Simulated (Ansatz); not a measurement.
One change: `CC1=C[SiH]1F` becomes `CC1=C[SiH]1[AlH2]`.

Ansatz, PBE0-D4/def2-TZVP geometries, multiplicity 1. 

| property | `CC1=C[SiH]1F` |
| --- | --- |
| HOMO–LUMO gap (PBE/def2-TZVPP) / eV | 5.01 |
| size of the dipole moment (ωB97M-V/def2-TZVPP) / D | 1.81 |
| HOMO–LUMO gap (ωB97M-V/def2-TZVPP) / eV | 11.62 |
| zero-point energy (PBE0-D4/def2-TZVP) / kJ/mol | 184.7 |
| LUMO energy (ωB97M-V/def2-TZVPP) / eV | 1.94 |
| LUMO energy (PBE/def2-TZVPP) / eV | -1.25 |

(1) Give the same properties after the change, and the shifts. (An estimate is asked.)

Results:

(1) Ansatz gave: 
```tsv
property	`CC1=C[SiH]1[AlH2]`	shift
HOMO–LUMO gap (PBE/def2-TZVPP) / eV	3.07	-1.94
size of the dipole moment (ωB97M-V/def2-TZVPP) / D	0.94	-0.87
HOMO–LUMO gap (ωB97M-V/def2-TZVPP) / eV	8.44	-3.18
zero-point energy (PBE0-D4/def2-TZVP) / kJ/mol	211.1	26.4
LUMO energy (ωB97M-V/def2-TZVPP) / eV	-0.43	-2.37
LUMO energy (PBE/def2-TZVPP) / eV	-2.78	-1.53
```

With PBE0 the HOMO rises by 0.63 eV and the LUMO falls by 1.88 eV, so the gap narrows by about 2.51 eV. PBE moves the HOMO by 0.41 eV and ωB97M-V by 0.80 eV. The zero-point energy changes by 26.4 kJ/mol with +6 modes. Dipoles are sizes alone; their direction can turn.
